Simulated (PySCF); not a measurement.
Compound: C₇H₁₁ClO.
Numbering: `[CH3:1]/[C:2](=[CH:3]/[CH:4]([CH3:5])[CH3:6])[C:7](=[O:8])[Cl:9]` (hydrogens: H10, H11, H12 on C1; H13 on C3; H14 on C4; H15, H16, H17 on C5; H18, H19, H20 on C6)

The same species was optimised twice, with GFN2-xTB and with PBE0-D3(BJ)/def2-SVP (PySCF), and the same property calculations (PySCF, gas phase) were run on both structures.

| coordinate | GFN2-xTB | PBE0-D3(BJ)/def2-SVP | change |
| --- | --- | --- | --- |
| C2–C7 (Å) | 1.459 | 1.481 | +0.022 |
| C7–Cl9 (Å) | 1.784 | 1.801 | +0.017 |
| C2=C3 (Å) | 1.344 | 1.352 | +0.008 |
| C3–C4 (Å) | 1.492 | 1.498 | +0.006 |
| C4–C6 (Å) | 1.535 | 1.533 | -0.002 |
| C7=O8 (Å) | 1.192 | 1.189 | -0.003 |
| C4–C5 (Å) | 1.528 | 1.526 | -0.002 |
| C1–C2 (Å) | 1.499 | 1.501 | +0.002 |
| C2–C3–C4 (°) | 128.5 | 130.4 | +1.9 |
| C3–C4–C6 (°) | 108.3 | 109.7 | +1.4 |
| C3–C2–C7 (°) | 120.2 | 118.9 | -1.3 |
| O8–C7–Cl9 (°) | 117.7 | 118.7 | +1.0 |
| C5–C4–C6 (°) | 110.6 | 111.5 | +0.9 |
| C2–C7–O8 (°) | 128.9 | 127.9 | -1.0 |
| C1–C2–C7 (°) | 118.6 | 119.5 | +0.9 |
| C1–C2–C3 (°) | 121.2 | 121.6 | +0.4 |
| C2–C3–C4–C5 (°) | 149 | 146 | -3 |
| C1–C2–C7–O8 (°) | -167 | -165 | +2 |

Rotational constants: A = 2571, B = 754.6, C = 655.7 MHz (GFN2-xTB) against A = 2514, B = 743.2, C = 645.5 MHz (PBE0-D3(BJ)/def2-SVP). Point groups within 0.08 Å: C1 and C1.

On the GFN2-xTB structure: HOMO (eV) -7.85 [PBE0/pcSseg-1]; LUMO (eV) -1.97 [PBE0/pcSseg-1]; dipole (D) 3.40 [PBE0/pcSseg-1]; GIAO shielding of C1 (ppm) 160.1 [PBE0/pcSseg-1]; GIAO shielding of C2 (ppm) 53.1 [PBE0/pcSseg-1]; GIAO shielding of C3 (ppm) 14.0 [PBE0/pcSseg-1]; GIAO shielding of C4 (ppm) 153.1 [PBE0/pcSseg-1]; GIAO shielding of C5/C6 (mean) (ppm) 163.1 [PBE0/pcSseg-1]; GIAO shielding of C7 (ppm) 10.2 [PBE0/pcSseg-1]; GIAO shielding of O8 (ppm) -247.3 [PBE0/pcSseg-1]; GIAO shielding of Cl9 (ppm) 484.0 [PBE0/pcSseg-1].

What do these properties become on the PBE0-D3(BJ)/def2-SVP structure?

```csv
property,level,on GFN2-xTB,on PBE0-D3(BJ)/def2-SVP,change
HOMO (eV),PBE0/pcSseg-1,-7.85,-7.84,+0.01
LUMO (eV),PBE0/pcSseg-1,-1.97,-1.96,+0.01
dipole (D),PBE0/pcSseg-1,3.40,3.37,-0.03
"energy, GFN2-xTB geometry as zero (kcal/mol)",PBE0/pcSseg-1,0.0,-1.0,-1.0
GIAO shielding of C1 (ppm),PBE0/pcSseg-1,160.1,158.9,-1.2
GIAO shielding of C2 (ppm),PBE0/pcSseg-1,53.1,49.6,-3.5
GIAO shielding of C3 (ppm),PBE0/pcSseg-1,14.0,13.4,-0.6
GIAO shielding of C4 (ppm),PBE0/pcSseg-1,153.1,152.3,-0.8
GIAO shielding of C5/C6 (mean) (ppm),PBE0/pcSseg-1,163.1,161.3,-1.8
GIAO shielding of C7 (ppm),PBE0/pcSseg-1,10.2,9.9,-0.3
GIAO shielding of O8 (ppm),PBE0/pcSseg-1,-247.3,-242.3,+5.0
GIAO shielding of Cl9 (ppm),PBE0/pcSseg-1,484.0,478.3,-5.7
```

The heavy atoms differ by 0.037 Å rms after alignment. Among bonds between heavy atoms C2–C7 changes most (+0.022 Å). Changes are differences of the printed values. Neither structure is proved a minimum here.

Conformer computed: `[CH3:1]/[C:2](=[CH:3]/[CH:4]([CH3:5])[CH3:6])[C:7](=[O:8])[Cl:9]`: C2–C3–C4–C5 146°, C1–C2–C7–O8 -165°.
